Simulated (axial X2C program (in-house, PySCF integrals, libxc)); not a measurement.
**YS⁺: cheaper levels and CCSD(T), two-component**

Calculated with an in-house relativistic program for diatomic molecules. Two-component (2c) means X2C with spin–orbit coupling and atomic mean-field two-electron Coulomb and Gaunt terms. Basis: Y dyall-cv3z [11s12p9d6f3g], S dyall-av3z [9s8p3d2f] (cores contracted in-house); Gaussian nuclei, density fitting, unrestricted open shells. Masses: Y 88.906 u, S 31.972 u.

State: Ω = 0 (closed shell); fragments Y+ + S.

```
level  Re (Å)  ωe (cm⁻¹)
 PBE0   2.209      549.4
   HF   2.222      568.6
 CCSD   2.245      534.0
 BP86   2.232      520.5
```

Correlated methods: 8 electrons correlated (number of frozen shells: Y 4 s, 3 p, 1 d; S 2 s, 1 p), 310 virtual spin orbitals or spinors in MP2, 90 natural virtuals in coupled cluster.

CCSD(T), same Hamiltonian and basis:

Re = 2.263 Å, ωe = 508.7 cm⁻¹; T1 = 0.023 (Lee–Taylor normalisation).

(1) Give the differences from CCSD(T) in the columns below.

The state is one determinant whose occupation by symmetry is held fixed; it was picked as the lowest of a PBE0 search that is not exhaustive. The closed shell is kept restricted, so the energy runs too high when the bond is stretched far. De is not given where an atomic determinant may have missed its ground term or J level, or where the truncated virtual space spoils (T). CCSD and (T) use frozen natural virtuals with an MP2 correction for the truncation; (T) itself is uncorrected, so its De runs slightly low. Without a current term, density functionals place determinants with orbital angular momentum somewhat too high. The outer-core s and p shells of the metal are frozen in the correlated rows, which leaves out core–valence correlation; for alkali and alkaline-earth bonds that tends to lengthen them. With the outer-core shells frozen, correlated bond lengths of heavy atoms tend to come out a few hundredths of an ångström too long.

Answers

(1) 

```
level  ΔRe (Å)  Δωe (cm⁻¹)
 PBE0   -0.054          41
   HF   -0.041          60
 CCSD   -0.018          25
 BP86   -0.031          12
```
